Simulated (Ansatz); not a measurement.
`F/C(=C/C(F)F)C(F)F`, charge 0, multiplicity 1.

(1) Give a relaxed structure at PBE0-D4/def2-TZVP (Ansatz). (Estimate.)

Results:

(1) Ansatz gave: 
```xyz
12

F    -0.5855    2.2330    0.1144
C    -0.2920    0.9291    0.1476
C     0.2248    0.3515   -0.9211
C     0.6341   -1.0700   -1.0717
F     1.9273   -1.1045   -1.4901
F    -0.1113   -1.6438   -2.0545
C    -0.6590    0.3917    1.5017
F    -0.6488   -0.9564    1.5346
F     0.2302    0.8370    2.4193
H     0.3862    0.9698   -1.7986
H     0.5483   -1.6805   -0.1757
H    -1.6544    0.7432    1.7939
```
This is one stationary point; other conformers may exist.
